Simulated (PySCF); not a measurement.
System: C₄H₅SSi, charge 0, multiplicity 2. It need not be the lowest isomer of its formula. 
Coordinates optimised at B3LYP-D3(BJ)/def2-TZVP (Ansatz):
SMILES: s1cc([SiH3])c[c]1
```xyz
11

Si    -2.3448    -0.2469    -0.1356
C     -0.4862    -0.1585    -0.0427
C      0.4031    -1.2924    -0.1577
C      1.6845    -0.8878    -0.0470
S      1.9181     0.7822     0.1896
C      0.2006     1.0132     0.1461
H     -2.8862     1.1221     0.0264
H     -2.8837    -1.1211     0.9332
H     -2.7803    -0.7993    -1.4403
H      0.0805    -2.3117    -0.3099
H     -0.2051     2.0060     0.2630
```
Charge 0, spin multiplicity 2.

Dispersion corrections to the total energy (kcal/mol) from the dftd3 and dftd4 libraries through PySCF: D3(BJ) without and D4 with the three-body term, each with the damping fitted for the functional named.

| functional | D3(BJ) | D4 |
|---|---|---|
| HF | … | -27.93 |
| BHLYP | -11.19 | -9.85 |
| B2PLYP | … | -5.51 |
| r2SCAN | -2.17 | -1.92 |
| CAM-B3LYP | … | -6.81 |
| PBE0 | -6.81 | -6.68 |
| PW6B95 | -4.31 | -6.87 |

Q: Fill in the missing entries.

A: 
- HF, D3(BJ): -60.68
- B2PLYP, D3(BJ): -6.67
- CAM-B3LYP, D3(BJ): -6.48
